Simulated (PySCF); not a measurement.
Compound: (H3Sn)2O.
Geometry (PBE0-D3(BJ)/def2-SVP, Å), atoms numbered from 1 in this order:
```
atom  x, y, z in Å
Sn1   -0.2365    1.7292    0.4190
H2    -1.7724    2.4326    0.1357
H3    -0.0990    1.1466    2.0321
H4     1.0398    2.8060    0.0353
O5    -0.0837    0.1975   -0.8209
Sn6    0.2553   -1.7245   -0.5090
H7    -1.1134   -2.3949    0.2831
H8     1.6605   -1.8775    0.4687
H9     0.4820   -2.3846   -2.0696
```

Method: PBE0-D3(BJ)/def2-SVP geometry optimisation, gas phase, def2 core potentials past Kr (PySCF 2.14.0).

Which atoms are bound to Sn1, and at what distances?

4 atoms: H2 1.713 Å, H4 1.713 Å, H3 1.721 Å, O5 1.977 Å. The nearest atom not counted as bound is Sn6, at 3.61 Å.

List the angles at Sn1.

| angle | degrees | distance of the outer atoms (Å) |
| --- | --- | --- |
| H2–Sn1–H4 | 111.9 | 2.84 |
| H2–Sn1–H3 | 111.5 | 2.84 |
| H3–Sn1–H4 | 111.3 | 2.84 |
| H3–Sn1–O5 | 108.6 | 3.01 |
| H4–Sn1–O5 | 106.8 | 2.97 |
| H2–Sn1–O5 | 106.5 | 2.96 |

What is the shape at Sn1?

Tetrahedral: angles from 106.5° to 111.9°; τ4 = (360° − α − β)/141° = 0.97 with α and β the two widest (0 for a square, 1 for a tetrahedron).

Give some angles away from the centre.

Sn1–O5–Sn6 131.9°.

Point group: near Cs, missed by 0.20 Å at most; the miss may be what the optimiser left on a soft mode. Charge 0, singlet. Stationary, but not proved a minimum.
